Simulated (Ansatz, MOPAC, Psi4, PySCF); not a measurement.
Complex: CH4O (SMILES CO) (first 6 atoms) with CH6Si (SMILES C[SiH3]); geometry from B3LYP-D3(BJ)/def2-TZVP, rigid monomers moved along the line of their centres of mass till O2···Si8 is 3.00 Å.
(charge 0, multiplicity 1):
```xyz
14

C      0.3369    -0.2705    -0.2764
O      0.5299     0.7842     0.6579
H     -0.2144    -1.1086     0.1618
H      1.3268    -0.6210    -0.5648
H     -0.1859     0.0709    -1.1759
H     -0.3309     1.1081     0.9428
C      1.3369     0.3862     3.6621
Si    -0.3828    -0.2659     3.3198
H      1.8051     0.6925     2.7263
H      1.9567    -0.3815     4.1292
H      1.3023     1.2462     4.3334
H     -1.2361     0.7766     2.6894
H     -1.0567    -0.6789     4.5768
H     -0.3514    -1.4392     2.4140
```

Interaction energies are E(AB) − E(A) − E(B) at the monomers' geometry in the complex; basis-set methods are counterpoise corrected. Rows marked so take none.

Frozen-core correlation. Rows in 3-21G, 6-311+G**, 6-31G* carry no dispersion term and start afresh at each structure (6-31G* with six Cartesian d functions). The state reached by PM3 isn't checked.

Run with Ansatz (Gaussian basis) for Hartree–Fock, density functionals and correlated methods; MOPAC for PM3 (differences of heats of formation); Psi4 for SAPT; PySCF for 3-21G rows, 6-311+G** rows, 6-31G* rows. Values without a source in brackets are computed.

| level | interaction energy (kJ/mol) |
|---|---|
| PM3 | 7.9 |
| HF/3-21G (no counterpoise) | -15.0 |
| r2SCAN/def2-TZVPPD | -4.5 |
| B3LYP/6-311+G** (no counterpoise) | 4.2 |
| B3LYP/def2-TZVPPD | 5.7 |
| M06-2X/6-31G* (no counterpoise) | -17.8 |
| wB97X-V/def2-TZVPPD | -5.9 |
| MP2/aug-cc-pV(D+d)Z | ___ |
| SAPT0/jun-cc-pV(D+d)Z | ___ |

**Question.** What belongs in the gaps?

**Answer.** 
- MP2/aug-cc-pV(D+d)Z, interaction energy (kJ/mol): -2.2
- SAPT0/jun-cc-pV(D+d)Z, interaction energy (kJ/mol): -1.2

Ansatz is a first-principles code.
